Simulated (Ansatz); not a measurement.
Stepwise reaction of `[NH2][Hf]([NH2])([Cl])[Cl]` with hydrogen fluoride, as a gas-phase model of exchange steps in deposition or etching. ΔE in kJ/mol; ΔG adds harmonic PBE0-D4 terms to CCSD(T)/CBS, at 1 bar.

Gas-phase electronic energies from Ansatz, PBE0-D4/def2-TZVP geometries. CBS: MP2 limit from def2 TZ/QZ plus the TZ coupled-cluster correction, frozen cores. This one scheme is used for every species. Functionals use def2-TZVPP. B3LYP here is the variant with VWN-RPA as its local correlation; programs differ in this. Elements past krypton have def2 core potentials. For Hf outer-core shells are correlated without core-valence functions, which leaves a few kJ/mol of doubt a bond. One conformer a species, not always the lowest.

```
step                                                              reaction  PBE-D4  B3LYP-D4  ωB97M-V  CCSD(T)/CBS  ΔG(400 K)
   2  `[NH2][Hf]([NH2])([F])[Cl]` + H–F → `[NH2][Hf]([NH2])([F])[F]` + HCl   -15.2     -15.8    -14.9         -6.8      -13.6
```

**Question.** Give the row of step 1, `[NH2][Hf]([NH2])([Cl])[Cl]` + H–F → `[NH2][Hf]([NH2])([F])[Cl]` + HCl. (Best estimate.)

**Answer.** Computed: 
```json
{"step": "1", "reaction": "`[NH2][Hf]([NH2])([Cl])[Cl]` + H–F → `[NH2][Hf]([NH2])([F])[Cl]` + HCl", "PBE-D4": "-17.1", "B3LYP-D4": "-17.4", "ωB97M-V": "-17.0", "CCSD(T)/CBS": "-7.6", "ΔG(400 K)": "-13.7"}
```

**Question.** By hand: ΔE of the 2 steps together at CCSD(T)/CBS.

**Answer.** (-7.6) + (-6.8) = -14.4 kJ/mol, or -7.2 kJ/mol a step.

In ΔE the steps differ by no more than 0.8 kJ/mol. All are downhill at CCSD(T)/CBS. ΔG lies between -13.7 and -13.6 kJ/mol a step. PBE-D4 differs from CCSD(T)/CBS by -9.5 to -8.4 kJ/mol a step. Isolated molecules leave out the surface, adducts and barriers. Largest T1 diagnostic: 0.015.
